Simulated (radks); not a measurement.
Species: Mn. Configuration: [Ar] 3d5 4s2 (the NIST ground configuration). Method: Dirac Kohn-Sham, LDA (Slater exchange, Perdew-Wang correlation), spin-unpolarised, spherical densities, point nucleus; open shells fill j = l - 1/2 first; computed with a radial shooting solver on a logarithmic mesh with Libxc functionals. Some entries of the table are withheld. Estimate them.

orbital  occ.  eigenvalue (hartree)  <r^2> (bohr^2)
1s1/2       2                   (1)        0.005005
2s1/2       2             -27.26442         0.09263
2p1/2       2                   (2)             (3)
2p3/2       4                   (4)             (5)
3s1/2       2              -3.13636          0.8415
3p1/2       2              -2.03198             (6)
3p3/2       4              -1.98492             (7)
3d3/2       4              -0.25899             (8)
3d5/2       1              -0.25463             (9)
4s1/2       2              -0.19399            (10)

Answer. 
(1) 1s1/2 eigenvalue (hartree): -235.6805
(2) 2p1/2 eigenvalue (hartree): -23.38828
(3) 2p1/2 <r^2> (bohr^2): 0.07420
(4) 2p3/2 eigenvalue (hartree): -23.00598
(5) 2p3/2 <r^2> (bohr^2): 0.07586
(6) 3p1/2 <r^2> (bohr^2): 0.9557
(7) 3p3/2 <r^2> (bohr^2): 0.9756
(8) 3d3/2 <r^2> (bohr^2): 2.015
(9) 3d5/2 <r^2> (bohr^2): 2.039
(10) 4s1/2 <r^2> (bohr^2): 10.95
